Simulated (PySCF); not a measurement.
# SbSCl₃, singlet: molecular constants

These are results of PBE in PySCF with Sb def2-SVP with ECP28, S def2-SVP, Cl def2-SVP; scalar-relativistic core potentials, no spin–orbit coupling; density-fitted integrals, not measurements.

The structure is a minimum.

- Point group: C3v
- Bond lengths: Sb–Cl 2.366 Å (×3), Sb–S 2.230 Å
- Bond angles: Cl–Sb–Cl 99.8° (×3), Cl–Sb–S 118.0° (×3)
- Highest occupied level: -6.81 eV
- Principal quadrupole moments (Buckingham, traceless) about the centre of mass: -1.65, 0.83, 0.83 D Å
- Dipole moment: 0.52 D
- Zero-point energy: 12.8 kJ/mol
- Rotational symmetry number: 3
- Heat capacity Cp at 298.15 K: 98.8 J/(mol K)
- Entropy at 298.15 K and 1 bar: 377.9 J/(mol K)
- Principal polarisabilities: 75.6, 75.6, 100.2 bohr³
- Rotational constants: 0.03682, 0.0331, 0.0331 cm⁻¹
- Enthalpy at 298.15 K above 0 K: 22.54 kJ/mol
- Lowest empty level: -4.93 eV
- Atomisation energy without zero-point energy: 1146 kJ/mol

Harmonic modes (masses in u: Sb 120.904, S 31.972, Cl 34.969):
```json
{"symmetry": "e", "ω (cm⁻¹)": "101", "IR (km/mol, summed over degenerate members)": "0.1", "type": "bend"}
{"symmetry": "e", "ω (cm⁻¹)": "127", "IR (km/mol, summed over degenerate members)": "12.2", "type": "bend"}
{"symmetry": "a1", "ω (cm⁻¹)": "136", "IR (km/mol, summed over degenerate members)": "6.2", "type": "bend"}
{"symmetry": "a1", "ω (cm⁻¹)": "344", "IR (km/mol, summed over degenerate members)": "16.9", "type": "stretch"}
{"symmetry": "e", "ω (cm⁻¹)": "362", "IR (km/mol, summed over degenerate members)": "117", "type": "stretch"}
{"symmetry": "a1", "ω (cm⁻¹)": "478", "IR (km/mol, summed over degenerate members)": "43.9", "type": "stretch"}
```

In C3v the vibrations span 3e + 3a1.

Charges (e):
```json
{"atom": "Sb1", "Mulliken": "0.76", "Löwdin": "0.30", "polar tensor": "1.87", "Mayer order to Sb1": "–"}
{"atom": "S2", "Mulliken": "-0.23", "Löwdin": "-0.14", "polar tensor": "-0.43", "Mayer order to Sb1": "1.67"}
{"atom": "Cl3,4,5", "Mulliken": "-0.18", "Löwdin": "-0.05", "polar tensor": "-0.48", "Mayer order to Sb1": "0.96"}
```

Mulliken populations on Sb1 (electrons outside its core potential): s 3.46, p 8.34, d 10.45.

Counting electrons, antimony keeps none of its valence electrons outside its bonds, so the VSEPR class is AX4 and the expected shape is tetrahedral; with unlike ligands the computed point group is C3v.

Only a few start shapes were tried, so a lower isomer may exist.

The final relaxation and frequency run took 82 s on 2 threads of a shared Arm Neoverse N1 host, with 98 basis functions and 12 gradients; the process peaked at 1.2 GiB. Launch command: `OMP_NUM_THREADS=2 python axn.py task.json out`.
